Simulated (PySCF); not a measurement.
C3H10OSi. Atoms are numbered in the order given.

```xyz
15

C     -0.9716    -0.6123     1.2629
C     -0.3872     0.0290     0.0000
C     -0.9716    -0.6123    -1.2629
O     -0.6384     1.4398     0.0000
Si     1.5281    -0.0693     0.0000
H     -2.0727    -0.5066     1.2663
H     -0.7434    -1.6885     1.3208
H     -0.5834    -0.1220     2.1686
H     -0.7434    -1.6885    -1.3208
H     -2.0727    -0.5066    -1.2663
H     -0.5834    -0.1220    -2.1686
H     -1.5983     1.5723     0.0000
H      2.0696     0.5942     1.2193
H      1.9540    -1.5022     0.0000
H      2.0696     0.5942    -1.2193
```
Charge 0, spin multiplicity 1.

Geometry: B3LYP-D3(BJ)/def2-SVP. One conformer was computed; it need not be the lowest.

Calculation: PBE/def2-TZVP run with PySCF.

ESP charges are fitted to the potential on shells at 1.4 to 2.0 van der Waals radii. Atomic charges (e):

| atom | ESP fit | Mulliken | IAO |
|---|---|---|---|
| C1 | -0.71 | -0.37 | -0.44 |
| C2 | 0.62 | 0.12 | 0.00 |
| C3 | -0.71 | -0.37 | -0.44 |
| O4 | -0.63 | -0.41 | -0.55 |
| Si5 | 0.08 | 0.14 | 0.55 |
| H6 | 0.16 | 0.10 | 0.13 |
| H7 | 0.19 | 0.12 | 0.15 |
| H8 | 0.18 | 0.13 | 0.15 |
| H9 | 0.19 | 0.12 | 0.15 |
| H10 | 0.16 | 0.10 | 0.13 |
| H11 | 0.18 | 0.13 | 0.15 |
| H12 | 0.39 | 0.28 | 0.34 |
| H13 | -0.03 | -0.02 | -0.10 |
| H14 | -0.06 | -0.04 | -0.12 |
| H15 | -0.03 | -0.02 | -0.10 |

Computed Mayer and Wiberg (Löwdin basis) orders of the bonds:
| bond | Mayer | Wiberg |
|---|---|---|
| C1–C2 | 0.97 | 1.23 |
| C2–C3 | 0.97 | 1.23 |
| C2–O4 | 0.94 | 1.49 |
| C2–Si5 | 0.93 | 1.01 |
| C1–H6 | 0.95 | 0.89 |
| C1–H7 | 0.96 | 0.89 |
| C1–H8 | 0.97 | 0.89 |
| C3–H9 | 0.96 | 0.89 |
| C3–H10 | 0.95 | 0.89 |
| C3–H11 | 0.97 | 0.89 |
| O4–H12 | 0.89 | 1.01 |
| Si5–H13 | 0.95 | 0.95 |
| Si5–H14 | 0.94 | 0.95 |
| Si5–H15 | 0.95 | 0.95 |
